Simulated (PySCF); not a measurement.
## Cost of excited-state runs on `CC(C)N(C)/N=C/C1CC1`, C$_{8}$H$_{16}$N$_{2}$

Atom-mapped SMILES (the numbers label the heavy atoms): `[CH3:1][CH:2]([CH3:3])[N:4]([CH3:5])/[N:6]=[CH:7]/[CH:8]1[CH2:9][CH2:10]1`. Each H is labelled by its parent atom. Ha(C9), Ha(C10) are cis to C7 on the ring; Hb(C9), Hb(C10) are trans to C7 on the ring.

PySCF with density fitting, on 1 thread of an Intel Xeon, shared host. Command: `OMP_NUM_THREADS=1 python excited_run.py task.json out`

**Question.** How long does each of these runs take, and how much memory?
- vibronic structure, PBE0/def2-SV(P); full response; writes grids
- vibronic structure, PBE0/pcseg-0; full response; 200 K; grid level 3

**Answer.** 
```csv
run,level,basis functions,wall time,peak memory (GiB)
vibronic structure,PBE0/def2-SV(P),172,82 s,1.1
vibronic structure,PBE0/pcseg-0,122,2.9 min,0.95
```
Times from a shared host are rough.
